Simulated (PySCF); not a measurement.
**State search for CdC**

Unrestricted PBE0; PySCF, spin-free X2C with a Gaussian nucleus, basis sets Cd x2c-TZVPPall, C x2c-TZVPPall. Outer shells of the fragments: Cd 4d10 5s2; C 2s2 2p2.

Followed along the bond (rough minima from three points):

| 2Ms+1 | unpaired | ⟨S²⟩ at the start | R at minimum (Å) | Te (eV) |
| --- | --- | --- | --- | --- |
| 3 | π ↑↑ | 2.21 | 2.18 | 0.00 |
| 1 | π ↑↓ | 1.01 | 2.18 | 0.45 |
| 3 | σ ↑, π ↑ | 2.01 | none in the scan | ≤ 1.02 |
| 1 | σ ↓, π ↑ | 1.01 | none in the scan | ≤ 1.22 |

Solutions found at the starting distance of 2.110 Å, counted from the lowest of them; the search is not exhaustive and high or unbound solutions are not listed, so other states can lie among these:

| 2Ms+1 | unpaired | term | E (eV) | ⟨S²⟩ | ⟨Lz²⟩ | μ (D) |
| --- | --- | --- | --- | --- | --- | --- |
| 3 | π ↑↑ | ³Σ⁻ | 0.00 | 2.21 | 0.00 | -3.10 |
| 1 | π ↑↓ | mixed | 0.45 | 1.01 | 2.01 | -3.34 |
| 3 | σ ↑, π ↑ | ³Π | 1.21 | 2.01 | 1.00 | -0.46 |
| 1 | σ ↓, π ↑ | mixed | 1.38 | 1.01 | 1.00 | -0.64 |
| 1 | none | mixed | 1.71 | 0.00 | 2.00 | -3.50 |
| 3 | σ ↑↑, π ↑↓ | mixed | 2.02 | 3.01 | 2.01 | -2.39 |

A term symbol is given only where ⟨S²⟩ and ⟨Lz²⟩ are close to those of a pure state; real π, δ and φ orbitals otherwise mix terms. A positive dipole means Cd(−)C(+).

Spin–orbit coupling is left out.
